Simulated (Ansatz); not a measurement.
**C2H5Br (bromoethane): a line through the functionals**

C2H5Br: 8 atoms, total charge 0, spin state singlet. As SMILES, `CCBr`. The coordinates come from a PBE0-D4/def2-TZVP relaxation.

The electronic atomisation energy y, in eV, basis 6-31G(d); a is the functional's share of exact exchange. Programs: Ansatz 0.2.0.

| functional | program | a | y (eV) |
| --- | --- | --- | --- |
| r2SCAN | Ansatz | 0 | 29.57 |
| PBE | Ansatz | 0 | 30.06 |
| B3LYP | Ansatz | 0.2 | 29.40 |
| PBE0 | Ansatz | 0.25 | ? |
| r2SCAN0 | Ansatz | 0.25 | 29.29 |
| BHLYP | Ansatz | 0.5 | 28.75 |

Question: Fit y = c + s·a to the known rows and predict PBE0.

Answer: 
1. Means of the 5 rows: a = 0.1900, y = 29.414.
2. Σ(Δa)² = 0.172, Σ(Δa·Δy) = -0.3658, so the slope is -0.3658/0.172 = -2.1267.
3. Intercept: 29.414 − (-2.1267) × 0.1900 = 29.818. The largest residual of the fit is 0.25.
4. PBE0: 29.818 + (-2.1267) × 0.25 = 29.29 eV.

The run gave 29.67 eV, so the prediction is off by -0.38 eV, more than the scatter of the fit. The rows mix families of semi-local functionals, which the line can't see. Spin-orbit coupling is left out.
